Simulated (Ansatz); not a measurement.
`[TeH][Al]1[CH2][O]1` + H–F → `[F][Al]1[CH2][O]1` + H₂Te at 500 K and 1 bar (ligand exchange at the Al–Te bond).

Computed with Ansatz on PBE0-D4/def2-TZVP structures; ΔE is electronic, products minus reactants. CBS: MP2 limit from def2 TZ/QZ plus the TZ coupled-cluster correction, frozen cores. This one scheme is used for every species. def2 core potentials past Kr. For Te outer-core shells are correlated without core-valence functions, which leaves a few kJ/mol of doubt a bond.

```tsv
species	CCSD(T)/CBS energy (Eh)	H − E (kJ/mol)	S (J/(mol·K))
`[TeH][Al]1[CH2][O]1`	-624.77523	134.8	387.6
H–F	-100.39570	39.4	188.7
`[F][Al]1[CH2][O]1`	-456.27782	114.8	328.8
H₂Te	-268.91024	48.9	247.6
```

H − E and S are ideal-gas, rigid-rotor, harmonic terms from PBE0-D4/def2-TZVP. 1 Eh = 2625.50 kJ/mol, R = 8.31446 J/(mol·K).

**Question.** By hand: ΔE, ΔH, ΔS and ΔG.

**Answer.** ΔE = (-456.27782) + (-268.91024) − (-624.77523) − (-100.39570) = -0.01713 Eh = -45.0 kJ/mol. Δ(H − E) = 114.8 + 48.9 − 134.8 − 39.4 = -10.5, so ΔH = -55.5 kJ/mol. ΔS = 328.8 + 247.6 − 387.6 − 188.7 = 0.1 J/(mol·K). ΔG = -55.5 − 500 × (0.1)/1000 = -55.5 kJ/mol.

**Question.** By hand: the equilibrium constant, and the temperature at which ΔG would vanish if ΔH and ΔS stayed fixed.

**Answer.** log₁₀ K = −ΔG/(RT ln 10) = 5.8. ΔH and −TΔS have one sign here, so there is no such temperature.

The number of gas molecules stays the same, so ΔS is small and ΔH decides. A doubt of 5 kJ/mol in ΔE shifts log₁₀ K by 0.5 here. These are equilibria of isolated gas molecules and say nothing of rates. Largest T1 diagnostic: 0.015 (customary marks: 0.02 for closed shells, 0.045 for open ones).

ΔS is within the doubt of such terms, so its sign, and with it that verdict, could turn.
